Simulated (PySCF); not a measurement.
A structure optimised at B3LYP-D3(BJ)/def2-TZVP, used in a PySCF frequency run:

```
Ge
H 1 1.5454
H 1 1.5454 2 105.69
H 1 1.5454 2 105.69 3 -111.75
Be 1 2.2021 2 113.03 4 -124.12
H 5 1.3295 2 153.13 1 -180.00
```

Write its SMILES, formula and point group.

[BeH][GeH3], BeGeH4, C3v

What are its rotational constants (standard atomic weights)?

82.625, 9.1879, 9.1879 GHz
